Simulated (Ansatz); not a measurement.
This geometry of BH9N2Si2 (14 atoms, charge 0, multiplicity 1) is a first-order saddle point.

These are results of RKS LDA/STO-3G (Ansatz), not measurements.

```xyz
14
Properties=species:S:1:pos:R:3
N -1.802 0.822 -0.985
B -0.755 -0.242 -0.876
N -0.446 -0.874 -2.072
Si 0.211 -0.821 0.739
Si 1.539 0.767 1.588
H -2.558 0.599 -0.275
H -1.395 1.713 -0.577
H -0.921 -0.605 -2.966
H 0.253 -1.643 -2.189
H 1.020 -2.002 0.485
H -0.723 -1.200 1.786
H 2.529 1.211 0.627
H 0.778 1.937 1.981
H 2.256 0.309 2.762
```

**Question.** Which two structures does it join? (They come from a converged band through this point; their orientation in space is the band's.)

**Answer.** No bond is made or broken. The dihedral H7–N1–B2–Si4 goes from 0 to 180°.

Initial state:

```xyz
14
Properties=species:S:1:pos:R:3
N -1.660 0.777 -0.663
B -0.808 -0.340 -0.713
N -0.793 -1.153 -1.859
Si 0.364 -0.766 0.791
Si 1.683 0.941 1.385
H -2.306 1.052 -1.433
H -1.714 1.423 0.148
H -1.386 -0.990 -2.701
H -0.188 -1.992 -1.955
H 1.205 -1.908 0.478
H -0.399 -1.151 1.967
H 2.548 1.364 0.301
H 0.901 2.099 1.773
H 2.539 0.615 2.509
```

Final state:

```xyz
14
Properties=species:S:1:pos:R:3
N -1.958 0.502 -0.551
B -0.824 -0.315 -0.711
N -0.496 -0.807 -1.987
Si 0.306 -0.754 0.820
Si 1.731 0.882 1.372
H -2.263 0.892 0.362
H -2.597 0.770 -1.329
H -1.049 -0.613 -2.848
H 0.319 -1.424 -2.171
H 1.089 -1.949 0.557
H -0.492 -1.050 1.997
H 2.615 1.223 0.275
H 1.034 2.098 1.746
H 2.572 0.516 2.496
```

**Question.** How far does it lie above each of them?

**Answer.** 0.99 eV above the first and 0.99 eV above the second. This is the barrier of this one path; another mechanism may lie lower. Limits of this set-up: minimal basis.

The run took 5.7 min on 1 CPU thread of a shared host.
